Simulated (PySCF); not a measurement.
Compound: C7H9FO.
SMILES with atom numbers: `[O:1]=[C:2]1[CH2:3][C@@H:4]2[CH2:5][C@@H:6]([F:7])[C@H:8]1[CH2:9]2` (hydrogens: H10, H11 on C3; H12 on C4; H13, H14 on C5; H15 on C6; H16 on C8; H17, H18 on C9)

All values: CAM-B3LYP/def2-SVPD (PySCF, non-relativistic), on one gas-phase PBE0-D3(BJ)/def2-SVP geometry that isn't relaxed in the solvent. The solvent is an IEF-PCM continuum (van der Waals radii × 1.2), and excitations are vertical TDDFT with non-equilibrium linear response and a frozen core. Only the electrostatic response of the medium enters.

Gas-phase singlets (H = HOMO, L = LUMO):

```json
{"state": "S1", "E (eV)": "4.255", "λ (nm)": "291", "f": "0.000", "leading configurations": "H→L 96%"}
{"state": "S2", "E (eV)": "7.133", "λ (nm)": "174", "f": "0.022", "leading configurations": "H→L+1 72%, H→L+2 13%"}
{"state": "S3", "E (eV)": "7.800", "λ (nm)": "159", "f": "0.075", "leading configurations": "H-1→L 82%"}
{"state": "S4", "E (eV)": "7.876", "λ (nm)": "157", "f": "0.015", "leading configurations": "H→L+2 64%, H→L+1 13%, H-1→L 10%"}
{"state": "S5", "E (eV)": "8.023", "λ (nm)": "155", "f": "0.010", "leading configurations": "H-2→L 52%, H-3→L 40%"}
```

Question: How does the list change in dichloromethane (ε = 8.93)?

Answer: 
| state | E (eV) | λ (nm) | f | leading configurations | change by rank (eV) |
| --- | --- | --- | --- | --- | --- |
| S1 | 4.362 | 284 | 0.000 | H→L 96% | +0.107 |
| S2 | 7.276 | 170 | 0.035 | H→L+1 68%, H→L+2 24% | +0.143 |
| S3 | 7.613 | 163 | 0.103 | H-1→L 93% | -0.187 |
| S4 | 7.777 | 159 | 0.016 | H-3→L 70%, H-2→L 24% | -0.099 |
| S5 | 7.880 | 157 | 0.012 | H-2→L 70%, H-3→L 23% | -0.143 |

Question: What are the lowest 5 singlets in dimethylsulfoxide (ε = 46.83)?

Answer: 
```
state  E (eV)  λ (nm)      f  leading configurations  change by rank (eV)
   S1   4.380     283  0.000                 H→L 96%               +0.125
   S2   7.278     170  0.037    H→L+1 69%, H→L+2 25%               +0.145
   S3   7.582     164  0.102               H-1→L 93%               -0.218
   S4   7.738     160  0.018    H-3→L 75%, H-2→L 19%               -0.138
   S5   7.844     158  0.014    H-2→L 74%, H-3→L 18%               -0.179
```

Question: The ground-state energy changes by -0.317 eV from gas to dimethylsulfoxide. By how much does the total energy of gas-phase S1 change?

Answer: E(S1) = E(S0) + excitation energy, so it changes by -0.317 + 0.125 = -0.192 eV: it is lowered less than the ground state, which is what a blue shift means. This is the vertical state, with the slow part of the continuum still set for S0.

Question: How do the frontier levels move from gas to dimethylsulfoxide?

Answer: 
| orbital | gas (eV) | solvent (eV) | change (eV) | Löwdin shares, gas | Löwdin shares, solvent |
| --- | --- | --- | --- | --- | --- |
| LUMO+2 | 1.77 | 1.93 | +0.16 | H15 12 %, H12 10 %, O1 10 %, C6 7 % | O1 27 %, H12 9 %, C2 9 %, H18 8 % |
| LUMO+1 | 1.13 | 1.47 | +0.34 | C3 10 %, H12 9 %, C5 8 %, C4 8 % | O1 10 %, C3 9 %, C2 9 %, C9 6 % |
| LUMO | 0.33 | 0.39 | +0.06 | C2 35 %, O1 30 %, C3 8 %, C8 6 % | C2 37 %, O1 30 %, C3 8 %, C8 6 % |
| HOMO | -8.75 | -8.80 | -0.05 | O1 54 %, C2 13 %, C8 12 %, C3 11 % | O1 50 %, C2 13 %, C8 12 %, C3 12 % |
| HOMO-1 | -10.79 | -10.55 | +0.24 | C8 17 %, C6 14 %, O1 14 %, F7 14 % | C4 15 %, C5 12 %, C8 12 %, C9 12 % |
| HOMO-2 | -10.95 | -10.68 | +0.27 | F7 25 %, C5 22 %, C6 18 %, C4 12 % | F7 21 %, C6 20 %, C5 20 %, C8 9 % |
| HOMO-3 | -11.22 | -10.84 | +0.38 | C4 24 %, C9 21 %, C3 13 %, C5 9 % | C4 23 %, C9 18 %, C3 15 %, C5 10 % |

The HOMO–LUMO gap goes from 9.08 to 9.19 eV. Rows go by rank; for HOMO-2, HOMO-1, LUMO+1 and LUMO+2 the atom shares or the degeneracy differ between the runs, so the row needn't follow one orbital.
